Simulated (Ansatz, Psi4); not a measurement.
## Heat of formation of ICl (iodine monochloride) from total energies

ICl has 2 atoms, charge 0, and is taken as a singlet. As SMILES, `ClI`. Geometry: relaxed at PBE0-D4/def2-TZVP.

```xyz
2

Cl    0.0000    0.0000   -0.0026
I     0.0000    0.0000    2.3091
```

Total energies at wB97X-V/def2-TZVP (core potential) (Psi4 1.11); the atoms run unrestricted:

| species | state | energy (Eh) |
| --- | --- | --- |
| ICl | singlet | -757.833512 |
| Cl | doublet | -460.079333 |
| I | doublet | -297.667687 |

Harmonic wavenumbers at PBE0-D4/def2-TZVP, in cm⁻¹: 399.

Measured heats of formation of the gaseous atoms at 298.15 K, in kJ/mol: Cl 121.3, I 106.8. Spin-orbit lowering of the atoms at 298 K (mean of the ground term's levels less their thermal mean, from spectra), in kJ/mol: Cl 3.44, I 30.32. Take 1 Eh = 2625.50 kJ/mol, 1 cm⁻¹ = 0.0119627 kJ/mol, RT = 2.479 kJ/mol.

Question: What heat of formation follows?

Answer: 
1. Electronic atomisation energy: (-460.079333) + (-297.667687) − (-757.833512) = 0.086492 Eh = 227.1 kJ/mol.
2. Zero-point energy: half the sum of the wavenumbers, 199.5 cm⁻¹ = 2.4 kJ/mol.
3. Thermal vibrational enthalpy, Σ hcν̃/(exp(hcν̃/kT) − 1): 0.8 kJ/mol. Translation, rotation and pV of a linear molecule: 3.5 RT = 8.7 kJ/mol.
4. The 2 free atoms carry 5/2 RT each: 12.4 kJ/mol.
5. Spin-orbit coupling lowers the free atoms by 3.44 + 30.32 = 33.8 kJ/mol.
6. Atomisation enthalpy at 298 K: 227.1 − 33.8 − 2.4 − 0.8 − 8.7 + 12.4 = 193.8 kJ/mol.
7. Sum of the atoms' heats of formation: 228.1 kJ/mol. Heat of formation: 228.1 − 193.8 = +34.3 kJ/mol.

The tabulated value is +17.4 kJ/mol (Active Thermochemical Tables), so this level is off by +16.9 kJ/mol, or 8.0 % of the atomisation enthalpy that the table implies (210.7 kJ/mol). Anharmonicity and any spin-orbit splitting of the molecule are left out.
